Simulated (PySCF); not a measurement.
**ORD: `[H]/N=C1/C[C@H](F)C[C@@H]1C#N`, C6H7FN2**

Geometry:
| atom | x (Å) | y (Å) | z (Å) |
| --- | --- | --- | --- |
| N1 | 1.310 | -1.186 | 2.786 |
| C2 | 1.109 | -0.908 | 1.696 |
| C3 | 0.837 | -0.520 | 0.337 |
| C4 | -0.382 | -1.240 | -0.254 |
| C5 | -1.007 | -0.206 | -1.194 |
| F6 | -2.343 | -0.464 | -1.387 |
| C7 | -0.792 | 1.133 | -0.493 |
| C8 | 0.499 | 0.980 | 0.252 |
| N9 | 1.152 | 1.953 | 0.679 |
| H10 | 1.738 | -0.700 | -0.263 |
| H11 | -0.117 | -2.165 | -0.764 |
| H12 | -1.103 | -1.474 | 0.532 |
| H13 | -0.546 | -0.226 | -2.190 |
| H14 | -0.769 | 1.990 | -1.163 |
| H15 | -1.600 | 1.293 | 0.226 |
| H16 | 2.007 | 1.749 | 1.189 |

Computed, not measured: TDDFT PBE0/def2-SVPD circular dichroism and optical rotation, one conformer, gas phase (PySCF 2.14.0). Geometry: GFN2-xTB.

The molecule is flexible and this is one conformer; a measurement averages over conformers.

Stereocentres: C3 S, C5 R.

Task: What is the specific rotation at 633, 589.3, 546, 436, 405, 365, 355 nm?

Result: [α] in deg dm⁻¹ (g/mL)⁻¹:
```csv
λ (nm),origin-invariant length gauge,modified velocity gauge,length gauge (centre of mass),isotropic polarisability (au)
633,+190.4,+178.1,+191.0,78.8
589.3,+224.6,+209.9,+225.2,79.0
546,+268.9,+251.2,+269.7,79.3
436,+474.8,+442.4,+476.1,80.6
405,+582.5,+542.0,+583.9,81.2
365,+796.4,+738.9,+798.1,82.2
355,+871.5,+807.8,+873.3,82.5
```

Task: And for the mirror image at 589.3 nm?

Result: -224.6 deg dm⁻¹ (g/mL)⁻¹ (origin-invariant length gauge): the same size and the opposite sign.

Task: What is the molar rotation [Φ] = [α]·M/100 of the geometry above at 589.3 nm?

Result: With M = 126.13 g/mol, +283.3 deg cm² dmol⁻¹ (origin-invariant length gauge).

The first excitation lies at 5.02 eV (247 nm) with R = +5.1 × 10⁻⁴⁰ esu² cm² (velocity form).
